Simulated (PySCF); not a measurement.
Ti(F)4(OH2) (F4H2OTi), SMILES [F][Ti]([F])([F])([F])<-[OH2], multiplicity 1.

Geometry: PBE0-D3(BJ)/def2-SVP. The multiplicity is an assumed one; other spin states were not compared.

Two levels are set side by side: TDA-PBE/def2-SVPD (PySCF) and TDA-PBE0/def2-SVPD (PySCF). Vertical, same geometry. The lowest singlet is HOMO→LUMO 97 % with PBE and HOMO→LUMO 96 % with the other functional; states are paired by order. Differences are taken from unrounded values.

```json
[
 {"quantity": "lowest singlet excitation (eV)", "TDA-PBE0": "6.65"},
 {"quantity": "lowest triplet excitation (TDA) (eV)", "TDA-PBE0": "6.45"}
]
```

What does TDA-PBE give, and how far is it from TDA-PBE0? (An estimate is asked for; the answer gives what the named calculation found.)


| quantity | TDA-PBE | TDA-PBE minus TDA-PBE0 |
|---|---|---|
| lowest singlet excitation (eV) | 5.46 | -1.19 |
| lowest triplet excitation (TDA) (eV) | 5.33 | -1.12 |

Functionals without exact exchange tend to place singlet excitations lower, as here. Differences between two approximate levels are no errors against the true value.

Rough cost on one machine, each run with all the roots and properties that it gave: TDA-PBE0 against TDA-PBE about 3 times.
